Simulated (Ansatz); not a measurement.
Molecule: YF3, net charge 1, doublet state. The spin state was set by rule; other spins were not relaxed. 
Structure (B3LYP-D3(BJ)/def2-TZVP (Ansatz, an electronic-structure program) minimum search):
```xyz
4

Y     -0.0881     0.3151     0.3049
F     -0.8346    -1.5594    -0.2909
F      0.0802     1.5771    -1.1263
F      1.1361    -1.3831     0.0962
```
Charge +1, spin multiplicity 2.

Give the harmonic wavenumbers at B3LYP-D3(BJ)/def2-TZVP (Ansatz, finite differences of forces, unscaled).

91, 111, 317, 322, 532, 680 cm⁻¹. Zero-point energy 2.9 kcal/mol.

From these and the geometry, give the ideal-gas thermochemistry at 298.15 K and 1 atm (rigid rotor, harmonic oscillator).

Point group Cs, rotational symmetry number 1. Rotational constants 7.326, 2.927, 2.794 GHz. S(trans) 40.84, S(rot) 26.09, S(vib) 10.43, S(elec, spin only) 1.38, S 78.7 cal/(mol K). H(298) - H(0) 3.99 kcal/mol; G - E(el) -16.6 kcal/mol.
